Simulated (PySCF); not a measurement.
C2H2F3, SMILES [C](CF)(F)F, multiplicity 2.

The structure is a stationary point at B3LYP-D3(BJ)/def2-SVP. The isomer is the one that the SMILES or the coordinates give; other isomers of the formula were not compared. One conformer was computed; it need not be the lowest.

All values below come from TDA-PBE/def2-SVPD (PySCF).

Vertical excitations. Gas-phase values at a fixed geometry.

Computed excitation energies, oscillator strengths and character:
| state | energy (eV) | λ (nm) | f | main pairs |
|---|---|---|---|---|
| root 1 | 5.21 | 238 | 0.000 | β HOMO→LUMO 100 % |
| root 2 | 5.22 | 238 | 0.008 | α HOMO→LUMO 74 %, β HOMO−1→LUMO 26 % |
| root 3 | 5.42 | 229 | 0.019 | α HOMO→LUMO 25 %, β HOMO−1→LUMO 71 % |
| root 4 | 6.39 | 194 | 0.027 | α HOMO→LUMO+1 94 % |
| root 5 | 6.78 | 183 | 0.000 | α HOMO→LUMO+3 100 % |
| root 6 | 6.83 | 182 | 0.008 | α HOMO→LUMO+2 94 % |
| root 7 | 6.88 | 180 | 0.000 | β HOMO−2→LUMO 100 % |
| root 8 | 7.18 | 173 | 0.005 | α HOMO→LUMO+4 96 % |
| root 9 | 7.43 | 167 | 0.002 | β HOMO−4→LUMO 98 % |
| root 10 | 7.69 | 161 | 0.034 | β HOMO−3→LUMO 90 % |
Unrestricted roots are not spin-pure.
